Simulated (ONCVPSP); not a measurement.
# What one change does to a pseudopotential (neodymium, ONCV)

* Element: Nd (Z = 60)
* Generator: ONCVPSP 4.0.1
* Type: optimised norm-conserving Vanderbilt (ONCV)
* Functional: PBEsol
* Relativity: scalar-relativistic
* Frozen core: [Kr] 4d10 4f3
* Valence charge: 11
* Reference configuration: 5s2 5p6 5d1 6s2
* Partial waves: 5s+6s: rc 2.20 bohr, ncon 4, nbas 7, qcut 4.7 1/bohr, 2 projectors; 5p: rc 2.40 bohr, ncon 4, nbas 7, qcut 5.6 1/bohr, 2 projectors, debl 0.4 Ha; 5d: rc 3.20 bohr, ncon 4, nbas 9, qcut 5.6 1/bohr, 2 projectors, debl 1.8 Ha; f scattering state at 0.21 Ha: rc 2.50 bohr, ncon 4, nbas 8, qcut 4.4 1/bohr, 2 projectors, debl 2.5 Ha
* Local potential: polynomial inside 1.50 bohr (lpopt 5, dvloc0 0 Ha)
* Core correction: none

In the p channel the program set the typed energies aside and used -0.907, 0.250 Ha.

Change: local potential polynomial inside 1.50 bohr (lpopt 5, dvloc0 6 Ha).

Cutoffs: the cutoffs (Ha) at which the residual kinetic energy of the hardest occupied pseudo-wave falls to 1 and 0.1 mHa per electron; they do not see the model core or the augmentation charge, which bear on the density cutoff. Errors are all-electron minus pseudo energies relative to the spin-unpolarised reference configuration.

What does the change do?

The potential gets neither clearly harder nor softer (9.1 Ha and 12 Ha → 9.1 Ha and 12 Ha); the errors of the 4 common tests hardly move; the range in which the s phases agree widens (upper end 1.5 → 4.5); neither file shows a bound ghost.

| quantity | base | changed |
| --- | --- | --- |
| cutoff, loose | 9.1 Ha | 9.1 Ha |
| cutoff, tight | 12 Ha | 12 Ha |
| bound ghosts | none | none |
| GHOST(+) flags under 300 eV | s at 50.4 eV, f at 65.2 eV | f at 79.0 eV, s at 139.1 eV |
| error for 5s2 5p6 5d1 6s1, meV [ΔE 6.30 eV] | -1.7 | -1.7 |
| error for 5s2 5p6 5d1 6s0, meV [ΔE 17.68 eV] | +0.1 | +0.1 |
| error for 5s2 5p6 5d0 6s0, meV [ΔE 37.14 eV] | -47 | -47 |
| error for 5s1 5p6 5d1 6s2, meV [ΔE 49.03 eV] | -256 | -257 |
| s: phases at 2.23 bohr within 0.05 rad from the reference energy up to (Ha; the scan ends near 5) | 1.5 | 4.5 |
| p: phases at 2.44 bohr within 0.05 rad from the reference energy up to (Ha; the scan ends near 5) | 4.2 | to the end of the scan |
| d: phases at 3.25 bohr within 0.05 rad from the reference energy up to (Ha; the scan ends near 5) | 3.5 | 3.6 |
| f: phases at 2.54 bohr within 0.05 rad from the reference energy up to (Ha; the scan ends near 5) | 0.4 | 0.4 |

Base: The cutoffs count occupied waves only; projector 2 of the f channel, the hardest unoccupied one, needs 60 Ha at the loose tolerance. Changed file: The cutoffs count occupied waves only; projector 2 of the f channel, the hardest unoccupied one, needs 60 Ha at the loose tolerance.
